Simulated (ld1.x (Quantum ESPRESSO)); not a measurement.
Varying the ultrasoft potential for Ca (Z = 20)

Base potential:

```json
{
  "Element": "Ca (Z = 20)",
  "Generator": "ld1.x (Quantum ESPRESSO) 7.5",
  "Type": "ultrasoft",
  "Functional": "LDA (PZ)",
  "Relativity": "scalar-relativistic",
  "Frozen core": "[Ne]",
  "Valence charge": "10",
  "Reference configuration": "3s2 3p6 3d0 4s2 4p0",
  "Partial waves": "3s (bound): rcut 1.55, rcutus 1.75 bohr; 4s (bound): rcut 1.55, rcutus 1.75 bohr; 3p (bound): rcut 1.75, rcutus 2.05 bohr; 4p (bound, empty): rcut 1.75, rcutus 2.05 bohr; 3d (bound, empty): rcut 2.15, rcutus 2.80 bohr; 3d channel at 0.35 Ry: rcut 2.15, rcutus 2.80 bohr",
  "Local potential": "all-electron potential smoothed inside 2.65 bohr (lloc = -1)",
  "Core correction": "none",
  "Augmentation charge": "PSQ, inside the norm-conserving radii"
}
```

Cutoffs, loose and tight: the cutoffs (Ry, on a coarse ladder) from which the occupation-weighted sum of valence levels, in a spherical-Bessel basis at the reference potential, stays within 10 and 1 mRy of its value at 400 Ry. They do not see the model core or the augmentation charge, which bear on the density cutoff. Test errors are all-electron minus pseudo excitation energies from the reference, over the configurations 3s2 3p6 3d0 4s1 4p0; 3s2 3p6 3d0 4s0 4p0; 3s2 3p6 3d0 4s1.5 4p0; 3s2 3p6 3d0 4s0 4p2; 3s2 3p6 3d0 4s0 4p1; 3s2 3p5 3d0 4s2 4p0; 3s2 3p6 3d0.5 4s1.5 4p0 (two spin-polarised tests are not counted in the largest error). A dash means not determined; rows that change the core or the reference have their own tests. The largest error is taken over the tests solved by every variant that gives reliable tests at all: 3s2 3p5 3d0 4s2 4p0; 3s2 3p6 3d0 4s0 4p0; 3s2 3p6 3d0 4s0 4p1; 3s2 3p6 3d0 4s0 4p2; 3s2 3p6 3d0 4s1 4p0; 3s2 3p6 3d0 4s1.5 4p0.

| change | outcome | cutoff, loose | cutoff, tight | bound ghosts | largest test error (meV) |
| --- | --- | --- | --- | --- | --- |
| base | generated | 21 Ry | 35 Ry | none | +1.1 |
| wave 3d channel at 0.35 Ry: rcut 2.15, rcutus 2.80 bohr becomes 3d channel at -0.17 Ry: rcut 2.15, rcutus 2.80 bohr | generated | 21 Ry | 35 Ry | none | +1.1 |
| wave 3d channel at 0.35 Ry: rcut 2.15, rcutus 2.80 bohr becomes 3d channel at -0.06 Ry: rcut 2.15, rcutus 2.80 bohr | generated | 21 Ry | 35 Ry | none | +1.1 |
| wave 3d channel at 0.35 Ry: rcut 2.15, rcutus 2.80 bohr becomes 3d channel at 0.01 Ry: rcut 2.15, rcutus 2.80 bohr | generated | 21 Ry | 35 Ry | none | +1.1 |
| wave 3d channel at 0.35 Ry: rcut 2.15, rcutus 2.80 bohr becomes 3d channel at 0.23 Ry: rcut 2.15, rcutus 2.80 bohr | generated | 21 Ry | 35 Ry | none | +1.1 |
| wave 3d channel at 0.35 Ry: rcut 2.15, rcutus 2.80 bohr becomes 3d channel at 0.58 Ry: rcut 2.15, rcutus 2.80 bohr | generated | 21 Ry | 35 Ry | none | +1.1 |
| wave 3d channel at 0.35 Ry: rcut 2.15, rcutus 2.80 bohr becomes 3d channel at 0.99 Ry: rcut 2.15, rcutus 2.80 bohr | generated | 21 Ry | 35 Ry | none | +1.1 |
| wave 3d channel at 0.35 Ry: rcut 2.15, rcutus 2.80 bohr becomes 3d channel at 2.24 Ry: rcut 2.15, rcutus 2.80 bohr | generated | 21 Ry | 35 Ry | none | +1.1 |
| wave 3d channel at 0.35 Ry: rcut 2.15, rcutus 2.80 bohr becomes 3d channel at 3.16 Ry: rcut 2.15, rcutus 2.80 bohr | generated | 21 Ry | 35 Ry | none | +1.1 |
| wave 3d channel at 0.35 Ry: rcut 2.15, rcutus 2.80 bohr becomes 3d channel at 5.24 Ry: rcut 2.15, rcutus 2.80 bohr | generated | 21 Ry | 35 Ry | none | +1.1 |
